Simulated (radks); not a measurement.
Question: Lu XX, 52 electrons, occupied as [Kr] 4d10 4f6. Method: scalar-relativistic Kohn-Sham, exchange-only LDA, spin-polarised, spherical densities, point nucleus; open shells are filled with parallel spins first (spin-orbit coupling, left out, can overturn this in heavy ions); computed with a radial shooting solver on a logarithmic mesh with Libxc functionals. Some entries of the table are withheld. Estimate them.

| orbital | occ. | eigenvalue (eV) | <r> (bohr) | <1/r> (bohr^-1) |
|---|---|---|---|---|
| 1s down | 1 | -63689.51 | 0.01933 | 82.17 |
| 1s up | 1 | -63689.48 | 0.01933 | 82.17 |
| 2s up | 1 | -11256.57 | 0.08189 | 19.17 |
| 2s down | 1 | -11256.34 | 0.08189 | 19.17 |
| 2p up | 3 | -9965.967 | 0.07295 | 17.55 |
| 2p down | 3 | -9965.800 | 0.07295 | 17.55 |
| 3s up | 1 | -2941.265 | 0.2128 | 7.086 |
| 3s down | 1 | -2936.208 | 0.2126 | 7.095 |
| 3p up | 3 | -2553.943 | 0.2124 | 6.586 |
| 3p down | 3 | -2548.901 | 0.2121 | 6.595 |
| 3d up | 5 | -2087.827 | 0.1925 | 6.234 |
| 3d down | 5 | -2083.907 | 0.1922 | 6.243 |
| 4s up | 1 | (1) | 0.4663 | 3.089 |
| 4s down | 1 | (2) | 0.4668 | 3.084 |
| 4p up | 3 | -834.9478 | 0.4897 | 2.846 |
| 4p down | 3 | -826.3658 | 0.4904 | 2.840 |
| 4d up | 5 | (3) | 0.5108 | 2.586 |
| 4d down | 5 | (4) | 0.5119 | 2.578 |
| 4f up | 6 | -473.5858 | 0.5228 | 2.273 |
| 4f down | 0 | -464.8243 | 0.5256 | 2.265 |

Answer: 
(1) 4s up eigenvalue (eV): -966.2867
(2) 4s down eigenvalue (eV): -957.4491
(3) 4d up eigenvalue (eV): -664.0591
(4) 4d down eigenvalue (eV): -655.6476
